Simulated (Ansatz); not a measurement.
A structure relaxed at PBE-D4/def2-TZVP in Ansatz, charge 0, singlet:

```xyz
3

Ca    0.462    0.991    1.255
Si   -0.316    0.370   -1.279
Si   -0.145   -1.361    0.024
```

Problem. Give its formula and point group.

Solution. CaSi₂ (the lowest singlet isomer of a short search). Point group C2v (tolerance 0.1 Å).

Problem. Summarise the bond lengths by kind (pairs closer than 1.2 times the sum of covalent radii, bridged metal pairs left out).

Solution. 2 × Ca–Si 2.72 Å; 1 × Si–Si 2.17 Å.

The structure comes from a short search, and lower isomers may exist.
